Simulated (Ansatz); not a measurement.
`B[CH2][SnH3]` + `C[SiH](F)P` → `BP[SiH](C)F` + `[CH3][SnH3]` at 700 K and 1 bar (ligand exchange at a B–C bond).

Isolated molecules relaxed with PBE0-D4/def2-TZVP in Ansatz; ΔE leaves out vibrations. CCSD(T)/CBS is the MP2 limit (def2-TZVPP, def2-QZVPP) plus CCSD(T) − MP2 in def2-TZVPP, frozen cores. def2 core potentials past Kr. For Sn outer-core shells are correlated without core-valence functions, which leaves a few kJ/mol of doubt a bond. Each species was taken in one conformer, which may not be the lowest.

```
       species  CCSD(T)/CBS energy (Eh)  H − E (kJ/mol)  S (J/(mol·K))
`B[CH2][SnH3]`               -281.04910           249.4          437.1
  `C[SiH](F)P`               -771.55123           249.5          453.4
 `BP[SiH](C)F`               -796.94025           301.0          513.2
 `[CH3][SnH3]`               -255.66383           202.9          368.5
```

H − E and S are ideal-gas, rigid-rotor, harmonic terms from PBE0-D4/def2-TZVP, for one conformer and one mirror image of each species. 1 Eh = 2625.50 kJ/mol, R = 8.31446 J/(mol·K).

Question: By hand: ΔE, ΔH, ΔS and ΔG.

Answer: ΔE = (-796.94025) + (-255.66383) − (-281.04910) − (-771.55123) = -0.00375 Eh = -9.8 kJ/mol. Δ(H − E) = 301.0 + 202.9 − 249.4 − 249.5 = 5.0, so ΔH = -4.8 kJ/mol. ΔS = 513.2 + 368.5 − 437.1 − 453.4 = -8.8 J/(mol·K). ΔG = -4.8 − 700 × (-8.8)/1000 = 1.4 kJ/mol.

Question: By hand: the equilibrium constant, and the temperature at which ΔG would vanish if ΔH and ΔS stayed fixed.

Answer: log₁₀ K = −ΔG/(RT ln 10) = -0.1. ΔG = 0 at ΔH/ΔS = 545 K, though so small a ΔH makes that figure unsure.

TΔS isn't small against ΔH here. The sign of ΔG lies within the doubt. A doubt of 5 kJ/mol in ΔE shifts log₁₀ K by 0.4 here. Other conformers and mirror images would add mixing entropy, several J/(mol·K) or more a flexible species. Modes under 60 cm⁻¹, often nearly free rotors, make the harmonic entropy too high. These are equilibria of isolated gas molecules and say nothing of rates. Largest T1 diagnostic: 0.015 (customary marks: 0.02 for closed shells, 0.045 for open ones).
